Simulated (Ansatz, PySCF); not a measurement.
Gas-phase reaction (SMILES): COB(O)OC [dimethoxyborinic acid] + F (HF) → COB(F)OC [fluoro(dimethoxy)borane] + O (H2O); hydrogen fluoride cleaves one B-O bond, a model of a ligand-exchange step.

Each molecule is optimised on its own at B3LYP-D3(BJ)/def2-TZVP (Ansatz, a first-principles code), one conformer each, not searched for the lowest. Valence correlation only, unless marked. Spin-orbit coupling is left out. Non-relativistic. CBS marks a two-point X^-3 extrapolation of the correlation energy; Hartree-Fock from the larger set. Thermal terms are rigid-rotor harmonic-oscillator values from B3LYP-D3(BJ) frequencies (Ansatz or PySCF) at 298.15 K and 1 atm. 1 Eh = 627.5095 kcal/mol.

```json
[
 {"species": "COB(O)OC", "E, CCSD(T)/CBS(cc-pVTZ,cc-pVQZ) (Ansatz) (Eh)": "-330.75679", "E, B3LYP-D3(BJ)/def2-TZVPD (Ansatz + dftd3) (Eh)": "-331.25143", "H - E (Eh)": "0.11352"},
 {"species": "F (HF)", "E, CCSD(T)/CBS(cc-pVTZ,cc-pVQZ) (Ansatz) (Eh)": "-100.39146", "E, B3LYP-D3(BJ)/def2-TZVPD (Ansatz + dftd3) (Eh)": "-100.49389", "H - E (Eh)": "0.01259"},
 {"species": "COB(F)OC", "E, CCSD(T)/CBS(cc-pVTZ,cc-pVQZ) (Ansatz) (Eh)": "-354.77759", "E, B3LYP-D3(BJ)/def2-TZVPD (Ansatz + dftd3) (Eh)": "-355.28319", "H - E (Eh)": "0.10112"},
 {"species": "O (H2O)", "E, CCSD(T)/CBS(cc-pVTZ,cc-pVQZ) (Ansatz) (Eh)": "-76.37426", "E, B3LYP-D3(BJ)/def2-TZVPD (Ansatz + dftd3) (Eh)": "-76.46738", "H - E (Eh)": "0.02495"}
]
```

Question: Work out ΔE and ΔH at 298.15 K at the first level, then ΔH at the second.

Answer: 
1. ΔE = [(-354.77759) + (-76.37426)] - [(-330.75679) + (-100.39146)] = -0.00360 Eh = -2.3 kcal/mol at CCSD(T)/CBS(cc-pVTZ,cc-pVQZ).
2. The terms H - E add up to -0.00004 Eh, so ΔH = (-0.00360 + (-0.00004))×627.5095 = -2.3 kcal/mol.
3. At B3LYP-D3(BJ)/def2-TZVPD the same steps give ΔE = -3.3 and ΔH = -3.3 kcal/mol, a shift of -1.0 from the first level.
4. These values are not checked against measurement here, since the tables used lack a sound gas-phase enthalpy of formation for at least one species.
